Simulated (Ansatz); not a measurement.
C6H18FN3Sn (`C[N](C)[Sn]([F])([N](C)C)[N](C)C`), relaxed with RKS PBE0-D4/def2-TZVP in Ansatz 0.2.0 from a PBE-D4/def2-SVP geometry. The force threshold is 0.005 eV/Å; the program also tests the step.

Charge 0, multiplicity 1. Sn takes the def2 core potential.

Start:

```xyz
29

C     2.413   -0.347   -1.244
N     1.064   -0.701   -1.649
C     0.964   -1.958   -2.371
Sn   -0.467   -0.238   -0.366
F    -2.036   -0.985   -1.313
N    -0.360    1.792   -0.175
C    -0.086    2.603   -1.346
C    -1.135    2.446    0.859
N    -0.623   -1.145    1.463
C     0.218   -0.720    2.560
C    -1.866   -1.785    1.842
H     2.415    0.624   -0.704
H     2.909   -1.108   -0.587
H     3.062   -0.225   -2.143
H     1.385   -2.835   -1.816
H    -0.097   -2.178   -2.607
H     1.517   -1.888   -3.337
H    -1.011    3.008   -1.828
H     0.459    2.006   -2.106
H     0.552    3.479   -1.078
H    -1.343    1.746    1.693
H    -0.575    3.313    1.284
H    -2.118    2.841    0.497
H     0.521   -1.594    3.187
H    -0.276    0.013    3.251
H     1.151   -0.246    2.191
H    -2.511   -1.146    2.500
H    -2.456   -2.043    0.940
H    -1.669   -2.731    2.403
```

```json
{"step": "1", "energy (eV)": "-19524.6260", "largest force (eV/Å)": "0.819", "largest move (Å)": "0.000"}
{"step": "2", "energy (eV)": "-19524.8071", "largest force (eV/Å)": "0.182", "largest move (Å)": "0.074"}
{"step": "3", "energy (eV)": "-19524.8216", "largest force (eV/Å)": "0.029", "largest move (Å)": "0.038"}
{"step": "4", "energy (eV)": "-19524.8223", "largest force (eV/Å)": "0.023", "largest move (Å)": "0.013"}
{"step": "5", "energy (eV)": "-19524.8227", "largest force (eV/Å)": "0.012", "largest move (Å)": "0.024"}
{"step": "6", "energy (eV)": "-19524.8229", "largest force (eV/Å)": "0.008", "largest move (Å)": "0.023"}
{"step": "7", "energy (eV)": "-19524.8231", "largest force (eV/Å)": "0.010", "largest move (Å)": "0.029"}
{"step": "8", "energy (eV)": "-19524.8232", "largest force (eV/Å)": "0.008", "largest move (Å)": "0.023"}
{"step": "9", "energy (eV)": "-19524.8233", "largest force (eV/Å)": "0.007", "largest move (Å)": "0.034"}
{"step": "10", "energy (eV)": "-19524.8235", "largest force (eV/Å)": "0.017", "largest move (Å)": "0.054"}
{"step": "11", "energy (eV)": "-19524.8236", "largest force (eV/Å)": "0.025", "largest move (Å)": "0.037"}
{"step": "12", "energy (eV)": "-19524.8239", "largest force (eV/Å)": "0.054", "largest move (Å)": "0.066"}
{"step": "13", "energy (eV)": "-19524.8241", "largest force (eV/Å)": "0.052", "largest move (Å)": "0.025"}
{"step": "14", "energy (eV)": "-19524.8248", "largest force (eV/Å)": "0.069", "largest move (Å)": "0.111"}
{"step": "15", "energy (eV)": "-19524.8251", "largest force (eV/Å)": "0.064", "largest move (Å)": "0.037"}
{"step": "16", "energy (eV)": "-19524.8256", "largest force (eV/Å)": "0.054", "largest move (Å)": "0.041"}
{"step": "17", "energy (eV)": "-19524.8263", "largest force (eV/Å)": "0.043", "largest move (Å)": "0.105"}
{"step": "18", "energy (eV)": "-19524.8266", "largest force (eV/Å)": "0.068", "largest move (Å)": "0.066"}
{"step": "19", "energy (eV)": "-19524.8269", "largest force (eV/Å)": "0.044", "largest move (Å)": "0.048"}
{"step": "20", "energy (eV)": "-19524.8271", "largest force (eV/Å)": "0.021", "largest move (Å)": "0.028"}
{"step": "21", "energy (eV)": "-19524.8273", "largest force (eV/Å)": "0.018", "largest move (Å)": "0.043"}
{"step": "22", "energy (eV)": "-19524.8274", "largest force (eV/Å)": "0.011", "largest move (Å)": "0.040"}
{"step": "23", "energy (eV)": "-19524.8274", "largest force (eV/Å)": "0.007", "largest move (Å)": "0.014"}
{"step": "24", "energy (eV)": "-19524.8274", "largest force (eV/Å)": "0.004", "largest move (Å)": "0.010"}
```

End:

```xyz
29

C     2.402   -0.178   -1.251
N     1.102   -0.731   -1.542
C     1.148   -2.034   -2.160
Sn   -0.461   -0.247   -0.400
F    -1.987   -0.876   -1.403
N    -0.415    1.740   -0.200
C    -0.237    2.586   -1.355
C    -1.145    2.369    0.873
N    -0.693   -1.214    1.338
C     0.333   -1.099    2.343
C    -2.014   -1.433    1.876
H     2.309    0.802   -0.777
H     3.006   -0.820   -0.590
H     2.973   -0.044   -2.180
H     1.652   -2.789   -1.537
H     0.140   -2.392   -2.381
H     1.693   -1.978   -3.112
H    -1.192    2.926   -1.786
H     0.314    2.059   -2.137
H     0.340    3.482   -1.087
H    -1.252    1.686    1.720
H    -0.607    3.256    1.233
H    -2.153    2.695    0.574
H     0.374   -2.013    2.950
H     0.177   -0.255    3.036
H     1.318   -0.973    1.884
H    -2.345   -0.629    2.553
H    -2.745   -1.524    1.070
H    -2.035   -2.370    2.449
```

Run time 38 s (11 threads of an AMD EPYC 7R13 on a shared host and a whole NVIDIA H100 80 GB); peak host memory 1.3 GiB.
